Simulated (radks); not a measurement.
Ir+, configuration [Xe] 4f14 5d6 6s2 (not the ground configuration). Calculated with a radial shooting solver on a logarithmic mesh with Libxc functionals: scalar-relativistic Kohn-Sham, PBE, spin-unpolarised, spherical densities, point nucleus.

X-ray form factor f0, the Fourier transform of the density (f0(0) = 76):

sin(theta)/lambda (1/angstrom),f0 (electrons)
0.05,75.018
0.1,72.399
0.15,68.860
0.2,65.034
0.25,61.274
0.3,57.713
0.4,51.279
0.5,45.730
0.6,40.964
0.8,33.244
1,27.286
1.25,21.849
1.5,18.283
2,14.351
